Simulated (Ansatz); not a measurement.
Cost and result for the atomization energy of CH8GeSSi, SMILES `[CH3][GeH]([SiH3])[SH]` (12 atoms, 11 bonds).

Z-matrix (Å, degrees):
```
C
Ge 1 1.952
H 1 1.090 2 110.1
H 1 1.091 2 110.0 3 -120.1
H 1 1.091 2 109.9 3 120.1
Si 2 2.383 1 113.5 3 56.2
S 2 2.241 1 104.6 3 -61.1
H 2 1.545 1 110.2 3 -177.9
H 6 1.487 2 109.3 1 -51.4
H 6 1.489 2 111.3 1 69.1
H 6 1.488 2 109.4 1 -170.7
H 7 1.343 2 95.0 1 178.4
```

Total charge 0; spin multiplicity 1. Correlated methods include outer-core shells of Ge, which these sets cover unevenly. Scalar relativity is left out up to krypton. The geometry is a stationary point of PBE0-D4/def2-TZVP. It is one conformer, not always the lowest. Program: Ansatz. All runs use 4 threads of an AMD EPYC 7R43 on a shared host. Times are those of one run each, without the atoms' runs, and a repeat can differ threefold. Electronic energies, without spin–orbit coupling; frozen cores. CCSD(T)/CBS adds CCSD(T) − MP2 in def2-TZVPP to the MP2 limit, and its time is that of the two runs behind it. T1 = 0.011. With those shells the extrapolation isn't a true limit. B3LYP takes the VWN-RPA correlation (the form of Gaussian; ORCA's B3LYP/G).

CCSD(T)/CBS is a level of theory with its own doubt, some kJ/mol a heavy atom from the limit and from the frozen cores, so smaller differences don't rank the functionals.

```
                             level  functions  wall time  atomization (kJ/mol)  difference from CCSD(T)/CBS  per bond
   PBE-D4/def2-TZVPP (with forces)        275      2.5 s                3736.8                        -15.8      -1.4
                PBE0-D4/def2-TZVPP        275      3.9 s                3719.4                        -33.2      -3.0
r2SCAN-D4/def2-TZVPP (with forces)        275      4.6 s                3749.4                         -3.2      -0.3
 B3LYP-D4/def2-TZVPP (with forces)        275      6.5 s                3728.8                        -23.8      -2.2
                 B2PLYP/def2-TZVPP        275      6.5 s                3683.0                        -69.6      -6.3
                ωB97X-V/def2-TZVPP        275        9 s                3768.6                         16.0       1.5
  ωB97M-V/def2-TZVPP (with forces)        275       13 s                3739.8                        -12.8      -1.2
                    MP2/def2-QZVPP        526       28 s                3701.9                        -50.7      -4.6
                CCSD(T)/def2-TZVPP        275    3.3 min                3670.6                        -82.0      -7.5
                 CCSD(T)/CBS(def2)          –    3.8 min                3752.6                          0.0       0.0
```

The D4 term adds +45.4 kJ/mol with B3LYP and +24.2 kJ/mol with PBE0; it sums over pairs of atoms, weighted by their polarisabilities, and B3LYP, whose exchange is more repulsive, gets the larger term. From PBE to PBE0 (25 % exact exchange), in def2-TZVPP and without D4, the atomization energy moves by −13.6 kJ/mol: exact exchange takes away binding that semilocal exchange gives to molecules. In def2-TZVPP, CCSD(T) changes the Hartree–Fock value by +876.0 kJ/mol (the triples alone add +42.3 kJ/mol) and MP2 by +859.9 kJ/mol; breaking electron pairs costs correlation energy, which Hartree–Fock lacks.
